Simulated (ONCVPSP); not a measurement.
Ranking ONCV potentials for Cd

All share these settings but for the change named:

```json
{"Element": "cadmium", "Generator": "ONCVPSP 4.0.1", "Type": "optimised norm-conserving Vanderbilt (ONCV)", "Functional": "PBEsol", "Relativity": "scalar-relativistic", "Frozen core": "[Ar] 3d10", "Valence charge": "20", "Reference configuration": "4s2 4p6 4d10 5s1.5 5p0.5", "Partial waves": "4s+5s: rc 1.50 bohr, ncon 4, nbas 8, qcut 9.2 1/bohr, 3 projectors, debl 1.6 Ha; 4p+5p: rc 1.25 bohr, ncon 4, nbas 9, qcut 10.5 1/bohr, 3 projectors, debl 3.2 Ha; 4d: rc 1.35 bohr, ncon 4, nbas 8, qcut 10.9 1/bohr, 2 projectors, debl 4 Ha", "Local potential": "polynomial inside 1.20 bohr (lpopt 3, dvloc0 4 Ha)", "Core correction": "Teter function, fcfact 3.75, rcfact 1.25"}
```

Test errors are all-electron minus pseudo excitation energies from the reference, over 4s2 4p6 4d10 5s2 5p0; 4s2 4p6 4d10 5s1 5p0; 4s2 4p6 4d10 5s0 5p0; 4s2 4p5 4d10 5s2 5p0. None of these files shows a bound ghost.

The base gives 52.2 meV.

Of 10 variants that were run, those that failed, showed a ghost or another fault, or gave nearly equal values are left out.

A variant can come out equal or close to the base, since the largest error may sit in a test that the change hardly touches while other tests move.

Question: Rank these variants by their largest absolute test error, smallest first.
A. p: rc 1.42
B. d: rc 1.56
C. p: qcut 12.1

Answer: C (45.2 meV), B (56.3 meV), A (69.4 meV).
